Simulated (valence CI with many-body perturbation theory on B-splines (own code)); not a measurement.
# E1 line list for Br³⁺

Level of theory: configuration interaction combined with many-body perturbation theory (CI+MBPT): four valence electrons over a frozen Dirac-Fock core [Ar] 3d10, radial functions for each j: 11 s, 11 p, 10 d, 8 f, 5 g, 2 h, with the one-electron correlation potential Σ1, the two-electron term Σ2, the three-electron term Σ3, Breit, model QED; selected CI, second order for the rest, scaled by the run's own slope (own B-spline code, finite nucleus).

No measured spectrum was set against this ion. As an estimate, levels hold to about 250 cm⁻¹ or 0.2 % of their energy and the worst to 1 %, as in measured heavy ions of charge 2 to 7; those with d or f electrons hold less well. Among the levels kept, up to 1600 cm⁻¹ of a level comes from second order outside the variational space, and about a tenth of that is noise between levels of different J, which matters for small intervals.

Lines 351 to 400 of 552 in falling wavelength, among levels below 39.738 eV, chosen from the strongest by gf and those to the six lowest levels. Wavelengths and rates use the calculated energies, so an error of 300 cm⁻¹ moves a line at 733.2 Å by 0.22 % and its rate by three times that or more. Electric multipoles are in the length gauge, E1 and E2 with the static RPA response of the core. Weak lines are less certain than strong ones. Lines between different terms over intervals too small for the method are left out, as are lines whose strength nearly cancels. Where a level lies close to another of its J and parity, the split of strength between their lines is uncertain. The highest levels of a list are the least certain.

Names give the largest LS component (configuration and term), which can be under half, so a name can repeat, a term be missing and a line seem to break the LS rules; names also repeat where a configuration has a term twice. Letters in brackets count levels of one name in rising energy.

```
λ vac (Å)              Upper              Lower   A (s⁻¹)  log gf  Branch %
    733.2   4s4p²4d ³F_3 [d]      4s²4p4d ³D°_2  1.27e+09   -0.14       9.1
    732.4   4s4p²4d ³D_3 [c]      4s²4p4d ³P°_2  5.61e+08   -0.50       6.1
    723.5   4s4p²4d ³F_4 [c]      4s²4p4d ³D°_3  3.78e+09    0.43      26.7
    718.4   4s4p²4d ³F_2 [c]  4s²4p4d ³P°_1 [a]  2.45e+09   -0.02      18.3
    713.8       4s²4p4f ³D_3        4s4p³ ³P°_2  9.87e+08   -0.28      25.7
    708.7      4s²4p4d ³F°_2        4s²4p² ¹D_2  5.76e+07   -1.66      40.5
    706.7       4s²4p5f ³F_4      4s²4p4d ³F°_4  6.98e+08   -0.33      30.4
    705.9   4s4p²4d ³F_3 [d]      4s²4p4d ³P°_2  3.01e+09    0.20      21.5
    699.3      4s²4p4d ³F°_3        4s²4p² ¹D_2  2.76e+07   -1.85      15.9
    688.5        4s4p³ ³S°_1        4s²4p² ¹D_2  4.44e+08   -1.02       2.7
    684.7   4s4p²4d ³F_2 [a]        4s4p³ ³D°_1  1.11e+09   -0.41      72.6
    681.2   4s4p²4d ³F_3 [a]        4s4p³ ³D°_2  1.19e+09   -0.24      53.7
    679.6   4s²4p4f ³F_4 [a]        4s4p³ ³D°_3  1.20e+09   -0.13      46.0
    676.5       4s²4p5f ¹F_3      4s²4p4d ³F°_2  7.43e+08   -0.45      17.0
    668.9       4s²4p5f ¹G_4      4s²4p4d ³F°_3  1.62e+09   -0.01      56.3
    665.4   4s4p²4d ³D_3 [c]      4s²4p4d ³F°_4  4.86e+09    0.35      52.8
    665.2       4s²4p5f ³G_5      4s²4p4d ³F°_4  3.25e+09    0.38      82.4
    663.7   4s4p²4d ³F_3 [c]        4s4p³ ¹D°_2  1.45e+09   -0.17      11.3
    662.9   4s4p²4d ³D_1 [d]      4s²4p4d ³F°_2  2.01e+09   -0.40      23.8
    662.8   4s4p²4d ³D_2 [c]      4s²4p4d ³F°_3  5.32e+09    0.24      65.7
    661.5        4s4p³ ¹P°_1        4s²4p² ¹D_2  6.30e+09    0.09      62.8
    659.1      4s²4p4d ³F°_2        4s²4p² ³P_2  3.30e+07   -1.97      23.2
    657.5   4s4p²4d ³D_1 [e]      4s²4p4d ³F°_2  5.52e+09    0.03      86.7
    656.1       4s²4p5f ³G_3      4s²4p4d ³F°_2  2.37e+09    0.03      46.8
    654.8   4s²4p4f ³F_4 [b]        4s4p³ ³D°_3  9.98e+08   -0.24      40.0
    654.5   4s4p²4d ³D_2 [c]      4s²4p4d ³F°_2  1.52e+09   -0.31      18.8
    654.4       4s²4p4f ³F_3        4s4p³ ³D°_2  7.07e+08   -0.50      23.2
    654.3       4s²4p5f ³G_4      4s²4p4d ³F°_3  1.74e+09    0.00      71.4
    653.4       4s4p²4d ¹F_3        4s4p³ ¹D°_2  3.67e+09    0.22      29.7
    652.4   4s4p²4d ³D_3 [c]      4s²4p4d ³F°_3  1.76e+09   -0.11      19.1
    651.0      4s²4p4d ³F°_3        4s²4p² ³P_2  1.45e+08   -1.19      84.1
    648.2   4s4p²4d ³D_2 [a]        4s4p³ ³P°_2  1.14e+09   -0.44      25.7
    646.4      4s²4p4d ³F°_2        4s²4p² ³P_1  5.16e+07   -1.79      36.3
    643.5   4s4p²4d ³F_3 [d]      4s²4p4d ³F°_4  2.94e+09    0.11      20.9
    642.3       4s²4p4f ³D_3        4s4p³ ³D°_3  8.17e+08   -0.45      21.2
    641.6        4s4p³ ³S°_1        4s²4p² ³P_2  8.94e+09    0.22      55.1
    637.5   4s4p²4d ³D_3 [b]        4s4p³ ¹D°_2  1.03e+09   -0.36       7.1
    635.9   4s4p²4d ³F_2 [c]      4s²4p4d ³F°_3  1.25e+09   -0.42       9.3
    635.9   4s4p²4d ³F_4 [c]      4s²4p4d ³F°_4  8.71e+09    0.68      61.5
    633.6       4s²4p7p ³D_2      4s²4p4d ³F°_3  1.11e+09   -0.48      46.5
    631.2   4s4p²4d ³F_3 [d]      4s²4p4d ³F°_3  4.86e+09    0.31      34.6
    629.5        4s4p³ ³S°_1        4s²4p² ³P_1  4.87e+09   -0.06      30.0
    628.3   4s4p²4d ³F_2 [c]      4s²4p4d ³F°_2  5.76e+09    0.23      43.1
    625.9      4s²4p4d ³P°_2        4s²4p² ¹D_2  7.46e+08   -0.66       4.2
    620.9  4s²4p4d ³P°_1 [a]        4s²4p² ¹D_2  2.48e+08   -1.37       1.2
    619.3        4s4p³ ³S°_1        4s²4p² ³P_0  1.91e+09   -0.48      11.8
    618.1        4s4p³ ¹P°_1        4s²4p² ³P_2  7.36e+08   -0.90       7.3
    617.4       4s4p²4d ¹P_1        4s4p³ ¹D°_2  9.50e+09    0.21      72.4
    613.3   4s4p²4d ³P_2 [a]        4s4p³ ³D°_3  8.79e+09    0.39      57.5
    611.0      4s²4p5s ³P°_1        4s²4p² ¹D_2  2.78e+08   -1.33       1.8
```

(1) How does gf follow from A for the line at 654.4 Å?

Answers

(1) gf = 1.4992 × (2J+1)_upper × A / σ², with σ = 152819 cm⁻¹ and 2J+1 = 7: gf = 0.318.
